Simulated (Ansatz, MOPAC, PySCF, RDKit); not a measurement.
Dimer: HI (SMILES I) (first 2 atoms) with C3H8 (SMILES CCC); geometry from B3LYP-D3(BJ)/def2-TZVP, rigid monomers moved along the line of their centres of mass till H2···C3 is 2.54 Å.
(charge 0, multiplicity 1):
```xyz
13

I     -0.0754    -0.1427    -0.6246
H      0.2074    -0.5626     0.9085
C      0.6246    -1.1780     3.3411
C     -0.0034    -0.0310     4.1283
C     -0.6308     1.0318     3.2303
H      1.0673    -1.9268     4.0004
H     -0.1222    -1.6857     2.7241
H      1.4171    -0.8135     2.6813
H      0.7577     0.4315     4.7633
H     -0.7635    -0.4306     4.8058
H     -1.0727     1.8402     3.8155
H      0.1132     1.4743     2.5632
H     -1.4199     0.6054     2.6059
```

Monomers are frozen at their geometry in the pair; levels with a basis set take the counterpoise correction. Rows marked so take none. RDKit's UFF carries no charges.

Rows in STO-3G carry no dispersion term and start afresh at each structure; the Pople sets are all-electron and without relativity. The state that PM7 reach isn't checked; PM7 holds dispersion and hydrogen-bond terms.

The values were computed with Ansatz (a quantum-chemistry and plane-wave program) with Gaussian orbitals; MOPAC for PM7 (differences of heats of formation); PySCF for STO-3G rows, the dispersion terms; RDKit for the force fields. Each number belongs to the level named beside it. In def2 rows elements past Kr take small-core potentials, without spin–orbit coupling.

Problem. One of these levels gives -9.6 kJ/mol for the interaction energy. Name it.
A) UFF
B) PBE-D3(BJ)/def2-TZVPPD
C) HF/STO-3G (no counterpoise)
D) PM7

Solution. D, PM7. The others give 7.0 (UFF), 10.3 (HF/STO-3G (no counterpoise)), -5.8 (PBE-D3(BJ)/def2-TZVPPD)
